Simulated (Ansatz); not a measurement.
Basis-set extrapolation for CH5NOSi, SMILES `N=C[SiH2]O` (PBE0-D4/def2-TZVP geometry, frozen core, the Gaussian-basis code of Ansatz). Multiplicity 1, RHF reference.

```tsv
	def2-TZVPP	def2-QZVPP
HF	-459.132139	-459.149493
MP2 correlation	-0.725573	-0.779487
CCSD(T) correlation	-0.786784	not run
```

Energies in hartree. Use E(X) = E(∞) + A·exp(−7.88·√X) for Hartree–Fock and E(X) = E(∞) + B·X^(−2.97) for correlation, with X = 3 and 4, and add CCSD(T) minus MP2 of the smaller set to the MP2 limit.

Task: What is the CCSD(T) energy at the basis-set limit?

Result: HF limit: -459.149493 + (-0.017354) × 0.13774 = -459.15188. MP2 limit: -0.779487 + (-0.053914) × 0.74074 = -0.81942. Higher-order term: -0.786784 − (-0.725573) = -0.06121. Total: -460.03251 hartree, 3.09 eV below CCSD(T)/def2-TZVPP.
